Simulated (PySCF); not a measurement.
Z-matrix (Å, degrees):
```
C
H 1 1.0945
H 1 1.0969 2 107.11
C 1 1.4966 2 109.45 3 -117.02
N 4 1.2630 1 128.20 2 -1.11
H 5 1.0230 4 110.42 1 0.49
H 4 1.0968 5 116.71 6 179.77
C 1 1.5244 2 110.83 3 119.01
H 8 1.0914 1 110.98 2 -60.30
H 8 1.0921 9 108.12 1 -121.99
H 8 1.0929 9 107.75 10 -116.20
```
Charge 0, multiplicity 1.

Predict the total energy, LUMO, dipole moment, HOMO–LUMO gap and HOMO from PySCF with PBE0-D3(BJ)/def2-TZVP.


```
Property              Value
-------------  ------------
total energy   -173.1225 Ha
LUMO               -0.03 eV
dipole moment        2.64 D
HOMO–LUMO gap       7.44 eV
HOMO               -7.46 eV
```
